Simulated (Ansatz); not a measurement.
Consider the ligand exchange at the Sn–C bond: `C#[C][SnH2][Cl]` + `C[SeH]` → `C[Se][SnH2][Cl]` + acetylene.

Gas-phase electronic energies from Ansatz, PBE0-D4/def2-TZVP geometries. CBS: MP2 limit from def2 TZ/QZ plus the TZ coupled-cluster correction, frozen cores. This one scheme is used for every species. Elements past krypton have def2 core potentials. For Se, Sn outer-core shells are correlated without core-valence functions, which leaves a few kJ/mol of doubt a bond. Scalar relativity is left out up to krypton. Each species was taken in one conformer, which may not be the lowest.

```csv
species,SCS-MP2/def2-TZVPP energy (Eh)
`C#[C][SnH2][Cl]`,-751.12700
`C[SeH]`,-2440.50191
`C[Se][SnH2][Cl]`,-3114.48983
`C#C`,-77.16011
```

(1) Work out ΔE.

Largest T1 diagnostic among the species: 0.013.

Answers

(1) ΔE = (-3114.48983) + (-77.16011) − (-751.12700) − (-2440.50191) = -0.02103 Eh = -0.57 eV. CCSD(T)/CBS gives -0.72 eV.

The D4 term adds −0.07 eV with B3LYP and −0.04 eV with PBE0; it sums over pairs of atoms, weighted by their polarisabilities, and B3LYP, whose exchange is more repulsive, gets the larger term. Leaving LDA and LC-ωPBE aside and taking each functional with its dispersion term where it has one, the values, not all of them listed here, spread over 0.12 eV, from BLYP-D4 to B97M-V. At CCSD(T), def2-SVP lies +0.09 eV from the extrapolated value and def2-TZVPP +0.14 eV.

B3LYP here is the variant with VWN-RPA as its local correlation; programs differ in this.
